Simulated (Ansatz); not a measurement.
Zr(OH)4 (ZrO4H4). Charge 0, multiplicity 1. Geometry PBE-D4/def2-SVP; atoms count from 1.

```xyz
9

Zr    0.000    0.000    0.000
O    -1.190   -0.773    1.321
H    -1.783   -1.162    1.974
O     1.409    0.983    0.897
H     2.107    1.476    1.344
O    -1.000    1.203   -1.144
H    -1.494    1.804   -1.714
O     0.780   -1.413   -1.073
H     1.170   -2.118   -1.603
```

In the def2 sets Zr takes a core potential; there is no spin–orbit coupling.

Q: Estimate the Mulliken populations from the PBE0/def2-TZVP orbitals of Ansatz.

A: 
| atom | charge (e) | d electrons |
| --- | --- | --- |
| Zr1 | 1.80 | 1.71 |
| O2 | -0.78 | – |
| H3 | 0.33 | – |
| O4 | -0.78 | – |
| H5 | 0.33 | – |
| O6 | -0.78 | – |
| H7 | 0.33 | – |
| O8 | -0.78 | – |
| H9 | 0.33 | – |
Mulliken values and Mayer orders depend strongly on the basis.

Q: And the Mayer bond orders between bonded heavy atoms (over 0.3)?

A: Zr1–O2 0.89 (1.94 Å); Zr1–O4 0.89 (1.94 Å); Zr1–O6 0.89 (1.94 Å); Zr1–O8 0.89 (1.94 Å).
